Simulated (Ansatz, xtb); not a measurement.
Spectroscopic constants of GeSb, multiplicity 2 (lowest of 2S+1 = 2, 4 at CCSD(T)/def2-TZVPP on PBE0 minima; our sources give no spin for the ground state, which may be another). No spin–orbit coupling. Ge is treated without relativity. The T1 diagnostic near the minimum is 0.051, so single-reference values are doubtful.

Seven points along R, fitted to fifth degree in 1/R; most abundant isotopes. Runs in def2 and cc sets follow the lowest solution found near the PBE0 minimum.

Codes used: Ansatz (Gaussian orbitals); xtb for the GFN methods.  In def2 rows elements past Kr take small-core potentials, without spin–orbit coupling. The GFN methods have no spin term and hold the electronic entropy of 300 K.

```json
[
 {"level": "GFN2-xTB", "r_e (Å)": "2.427", "ω_e (cm⁻¹)": "300", "ω_e x_e (cm⁻¹)": "0.75", "dipole (D)": "-"},
 {"level": "SVWN5/def2-TZVPP", "r_e (Å)": "2.436", "ω_e (cm⁻¹)": "…", "ω_e x_e (cm⁻¹)": "0.51", "dipole (D)": "0.20"},
 {"level": "PBE/def2-TZVPP", "r_e (Å)": "2.473", "ω_e (cm⁻¹)": "273", "ω_e x_e (cm⁻¹)": "0.53", "dipole (D)": "0.27"},
 {"level": "B3LYP/def2-TZVPP", "r_e (Å)": "…", "ω_e (cm⁻¹)": "…", "ω_e x_e (cm⁻¹)": "0.56", "dipole (D)": "0.40"}
]
```

Problem. Fill in the missing entries.

Solution. 
- B3LYP/def2-TZVPP, r_e (Å): 2.461
- B3LYP/def2-TZVPP, ω_e (cm⁻¹): 281
- SVWN5/def2-TZVPP, ω_e (cm⁻¹): 285

Ansatz is a quantum-chemistry and plane-wave program.
